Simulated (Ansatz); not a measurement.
The cation of C8H4Sn (`C#[C][Sn]([C]#C)([C]#C)[C]#C`) at the neutral geometry.

```yaml
crystal:
  periodic: [false, false, false]
  atoms:
    - {symbol: C, position_ang: [3.080092, 0.289083, -1.067045]}
    - {symbol: C, position_ang: [1.946220, 0.180818, -0.674523]}
    - {symbol: Sn, position_ang: [0.002535, -0.002959, 0.000095]}
    - {symbol: C, position_ang: [-1.128984, -0.990121, -1.418351]}
    - {symbol: C, position_ang: [-1.790790, -1.566479, -2.243751]}
    - {symbol: C, position_ang: [-0.791955, 1.875061, 0.329729]}
    - {symbol: C, position_ang: [-1.255236, 2.970322, 0.522681]}
    - {symbol: C, position_ang: [-0.015793, -1.077388, 1.764207]}
    - {symbol: C, position_ang: [-0.028465, -1.703461, 2.793445]}
    - {symbol: H, position_ang: [4.083493, 0.385258, -1.414664]}
    - {symbol: H, position_ang: [-2.375999, -2.076647, -2.974613]}
    - {symbol: H, position_ang: [-1.665325, 3.939658, 0.693308]}
    - {symbol: H, position_ang: [-0.039392, -2.257843, 3.704181]}
basis:
  gaussian: {orbitals: def2-TZVPP}
total_charge: 1
magnetization: {spin_polarized: true, initial_magnetization: 1}
hamiltonian: {xc: {name: B2PLYP}}
```

```sh
$ ansatz run in.yaml --threads 2 --pin off --events-out ev --progress --plain --max-ram 22528MiB --backend cuda --devices 0, --max-vram 18GiB
```

Shortened log:

```
Functional definition: B2PLYP
2326 factors; integrals over basis functions are off by at most 8.1e-4 eV
mean field evaluation 1: about -14139.0107 eV, gradient 5.1e1 eV
mean field evaluation 2: about -14139.4839 eV, gradient 5.1e1 eV
mean field evaluation 4: about -14151.3343 eV, gradient 4.6e0 eV
mean field evaluation 8: about -14151.4242 eV, gradient 1.1e0 eV
mean field evaluation 16: about -14151.4315 eV, gradient 9.5e-2 eV
mean field evaluation 32: about -14151.4614 eV, gradient 2.9e-3 eV
mean field evaluation 64: about -14151.4605 eV, gradient 3.3e-2 eV
mean field -14151.46135813 eV, -520.0566127063 hartree, gradient 2.6e-6 eV, S^2 0.766193; 6 other end points of the search recorded, 0 dependent functions left out
12 core orbitals not correlated: weight in the atoms' cores, before any rotation towards them, 1.000 or more for the frozen orbitals, at most 0.000 for the correlated occupied ones
reference -14151.46158745 eV, -520.0566211334 hartree; 25, 24 occupied and 317, 318 virtual orbitals, 2326 factors
second order -49.71338313 eV of doubles, -0.00000000 eV of singles
Total energy: -14164.88420089 eV, -520.5498930794 hartree
```

Run time 18 s (2 threads of an AMD EPYC 7R13 on a shared host and a share of an NVIDIA H100 80 GB); peak host memory 1.7 GiB.
